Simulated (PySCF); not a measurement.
Simulated Si 2p region for `[SiH2]1[SiH2][SiH2][SiH2]1`, binding energy against the vacuum level.

Every computed line was given a Gaussian of 0.7 eV full width at half maximum and an area set by the number of equivalent atoms (split 2:1 within a doublet); the highest printed point is 100. Method used: delta-SCF UKS SCAN, pcX-2 on the ionised atom, pcseg-1 elsewhere, spin-free X2C (PySCF 2.14.0).

(binding energy (eV), intensity): (105.1, 0), (105.2, 1), (105.3, 3), (105.4, 6), (105.5, 12), (105.6, 23), (105.7, 38), (105.8, 57), (105.9, 77), (106.0, 92), (106.1, 100), (106.2, 100), (106.3, 93), (106.4, 83), (106.5, 74), (106.6, 66), (106.7, 60), (106.8, 52), (106.9, 42), (107.0, 32), (107.1, 21), (107.2, 13), (107.3, 7), (107.4, 4), (107.5, 2), (107.6, 1), (107.7, 0)

Question: Count the maxima, the lines and the sites behind this envelope.

Answer: The curve has 1 maximum (at 106.1 eV). Under it lie 2 lines from 1 inequivalent silicon site, drawn as a 2p3/2, 2p1/2 pair. At this width some lines have no maximum of their own.

Question: Decompose the envelope and assign each component. Numbering: `[SiH2:1]1[SiH2:2][SiH2:3][SiH2:4]1`.

Answer: 
```
position (eV)  relative area      line            atoms   environment
       106.10           2.67  Si 2p3/2  Si1/Si2/Si3/Si4  SiH2 silicon
       106.72           1.33  Si 2p1/2  Si1/Si2/Si3/Si4  SiH2 silicon
```

No satellites, vibrations or lifetime broadening are included. The first atom of each set that the bonding makes equivalent was ionised and stands for the set. The 2p values add to the ΔSCF energy of one spin-free hole a correction within the shell (spin–orbit coupling, ligand field). 2p1/2 minus 2p3/2 (ligand field included): Si 0.62 eV. Geometry: PBE0-D3(BJ)/def2-SVP; no solvent, vibrations or thermal averaging.
